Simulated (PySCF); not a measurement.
# Electronic structure of Co (cobalt, neutral) at the r2SCAN level

Configuration: [Ar] 3d7 4s1 4p1, one real determinant (an excited configuration). Calculation: PySCF 2.14, in x2c-TZVPPall (6s5p4d2f1g, 64 functions); scalar relativity by spin-free X2C-1e.

```
Total energy                                                  : -1393.095 hartree
One-electron energy                                           : -1925.666 hartree
Hartree (Coulomb) energy                                      : 592.496 hartree
Exchange-correlation energy                                   : -59.925 hartree
⟨S²⟩                                                          : 8.7509
⟨L²⟩                                                          : 13.957
Sum of ⟨r⟩                                                    : 21.91 bohr
Sum of ⟨r²⟩                                                   : 38.44 bohr²
Traceless quadrupole moment −½Σ⟨3z² − r²⟩ along its main axis : -5.18 e·bohr²
Langevin diamagnetic susceptibility                           : -30.4 ×10⁻⁶ cm³/mol
```

```csv
shell,electrons,mean orbital energy (eV),spread (eV),"rms radius, mean of both spins (bohr)"
1s α,1,-7613.0,0,0.0649
1s β,1,-7612.9,0,0.0649
2s α,1,-909.49,0,0.277
2s β,1,-907.51,0,0.277
2p α,3,-777.41,0.164,0.249
2p β,3,-775.86,0.064,0.249
3s α,1,-108.43,0,0.831
3s β,1,-103.48,0,0.831
3p α,3,-70.258,0.259,0.888
3p β,3,-65.474,0.266,0.888
3d α,5,-10.719,1.487,1.22
3d β,2,-8.022,0.216,1.22
4s α,1,-7.013,0,2.99
4p α,1,-2.198,0,3.53
```

⟨L²⟩ = 13.96 against 20 for a pure G term, so this real determinant mixes terms.

Densities and radii are taken from the X2C orbitals without a picture-change correction, which distorts them close to the nucleus.
